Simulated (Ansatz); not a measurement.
Consider the substitution at a C–C bond: `O=CC(O)[SiH2]O` + `O[SiH2]S` → `O=CS[SiH2]O` + `OC[SiH2]O`.

Calculated with Ansatz (gas phase, PBE0-D4/def2-TZVP geometries, no zero-point term in ΔE). CCSD(T)/CBS is the MP2 limit (def2-TZVPP, def2-QZVPP) plus CCSD(T) − MP2 in def2-TZVPP, frozen cores. Functionals use def2-TZVPP. B3LYP here is the variant with VWN-RPA as its local correlation; programs differ in this. One conformer a species, not always the lowest.

`O=CC(O)[SiH2]O`:

Cartesian coordinates in Å:
```
O 1.558 -0.936 -1.753
C 1.457 -0.071 -0.917
C 0.138 0.443 -0.492
O -0.901 -0.084 -1.284
Si -0.318 -0.079 1.293
O -1.888 0.333 1.515
H 2.346 0.362 -0.419
H 0.153 1.542 -0.538
H -0.466 -0.713 -1.884
H -0.086 -1.544 1.380
H 0.476 0.646 2.314
H -2.469 0.101 0.786
```

`O[SiH2]S`:

```xyz
7

O    -1.292   -0.456   -0.617
Si   -0.104    0.527   -0.054
S     1.682   -0.513    0.472
H    -1.061   -1.063   -1.323
H     0.365    1.498   -1.074
H    -0.705    1.204    1.114
H     1.116   -1.196    1.482
```

`O=CS[SiH2]O`:

Cartesian coordinates in Å:
```
O 1.631 0.205 0.559
C 0.869 0.833 1.249
S -0.870 0.930 1.009
Si -0.857 -0.207 -0.847
O -0.262 -1.715 -0.659
H 1.208 1.412 2.124
H -0.099 0.602 -1.828
H -2.284 -0.327 -1.209
H 0.664 -1.732 -0.397
```

`OC[SiH2]O`:

Z-matrix (Å, degrees):
```
C
Si 1 1.881
O 1 1.422 2 110.3
H 1 1.101 2 111.0 3 -123.9
H 1 1.094 2 110.6 3 118.3
O 2 1.658 1 107.3 3 47.6
H 2 1.492 1 111.0 3 168.9
H 2 1.482 1 110.8 3 -67.8
H 3 0.962 1 108.0 2 -44.8
H 6 0.957 2 117.7 1 92.1
```

```csv
level,ΔE (kJ/mol)
B3LYP-D4,6.3
PBE,4.6
HF/def2-QZVPP,21.3
HF/CBS(def2),21.3
```

Task: What does CCSD(T)/CBS give? (An estimate is asked.)

Result: The calculation gave: +11.4 kJ/mol. The listed levels differ from it by -5.1, -6.8, 9.9, 9.9 kJ/mol.

Largest T1 diagnostic among the species: 0.016.

In def2-TZVPP, CCSD(T) changes the Hartree–Fock value by −8.4 kJ/mol (the triples alone add −3.7 kJ/mol) and MP2 by −10.6 kJ/mol. From PBE to PBE0 (25 % exact exchange), in def2-TZVPP and without D4, ΔE moves by +6.1 kJ/mol.
